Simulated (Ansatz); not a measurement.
`CB([SiH3])S` + `OC([SiH3])S` → `[SiH3]OC([SiH3])S` + `CBS`  (cleavage of the Si–B bond)

Gas-phase electronic energies from Ansatz, PBE0-D4/def2-TZVP geometries. CBS: MP2 limit from def2 TZ/QZ plus the TZ coupled-cluster correction, frozen cores. Functionals use def2-TZVPP. B3LYP here is the variant with VWN-RPA as its local correlation; programs differ in this. One conformer a species, not always the lowest.

`CB([SiH3])S`:

Z-matrix (Å, degrees):
```
C
B 1 1.563
H 1 1.096 2 110.0
H 1 1.096 2 109.9 3 -115.4
H 1 1.093 2 114.7 3 122.4
Si 2 2.023 1 121.4 3 57.2
S 2 1.776 1 123.6 3 -122.8
H 6 1.492 2 109.9 1 -59.0
H 6 1.488 2 113.3 1 179.9
H 6 1.492 2 109.9 1 58.7
H 7 1.349 2 99.9 1 0.1
```

`OC([SiH3])S`:

```xyz
10

O    -0.214   -1.004    1.322
C    -0.308    0.128    0.471
Si    0.871    0.013   -1.021
S    -1.974    0.267   -0.179
H     0.704   -1.098    1.598
H    -0.093    1.051    1.025
H     1.033    1.341   -1.664
H     0.359   -0.981   -1.997
H     2.186   -0.446   -0.493
H    -2.562    0.729    0.938
```

`[SiH3]OC([SiH3])S`:

Cartesian coordinates in Å:
```
Si -0.509 -0.310 -2.182
O 0.195 0.337 -0.826
C 0.339 -0.357 0.385
Si 0.899 0.858 1.729
S -1.145 -1.255 0.922
H 0.002 0.519 -3.299
H -1.990 -0.234 -2.144
H -0.088 -1.727 -2.350
H 1.078 -1.164 0.281
H -0.236 1.774 2.014
H 2.071 1.640 1.257
H 1.258 0.097 2.951
H -1.874 -0.177 1.263
```

`CBS`:

Cartesian coordinates in Å:
```
C 1.069 0.267 0.006
B -0.426 -0.083 -0.263
S -1.501 -0.474 1.103
H 1.292 1.260 -0.400
H 1.712 -0.424 -0.552
H 1.369 0.247 1.055
H -0.881 -0.097 -1.368
H -2.634 -0.696 0.419
```

(1) Is it downhill or uphill in electronic energy at CCSD(T)/CBS, and by how much? (Best estimate.)

(2) What do these levels give: B3LYP-D4, ωB97M-V, B2PLYP, PBE, r2SCAN, PBE0, B3LYP, HF/def2-TZVPP, MP2/def2-TZVPP, SCS-MP2/def2-TZVPP, HF/CBS(def2), CCSD/CBS(def2)? (Estimate.)

Largest T1 diagnostic among the species: 0.014.

Answers

(1) Computed: Downhill: ΔE = -114.8 kJ/mol.

(2) The calculation gave: B3LYP-D4 -117.9, ωB97M-V -117.8, B2PLYP -119.9, PBE -93.4, r2SCAN -110.8, PBE0 -100.5, B3LYP -115.4, HF/def2-TZVPP -137.0, MP2/def2-TZVPP -123.1, SCS-MP2/def2-TZVPP -125.7, HF/CBS(def2) -138.3, CCSD/CBS(def2) -117.3 kJ/mol.

In def2-TZVPP, CCSD(T) changes the Hartree–Fock value by +21.6 kJ/mol (the triples alone add +2.4 kJ/mol) and MP2 by +13.9 kJ/mol. From PBE to PBE0 (25 % exact exchange), in def2-TZVPP and without D4, ΔE moves by −7.0 kJ/mol.
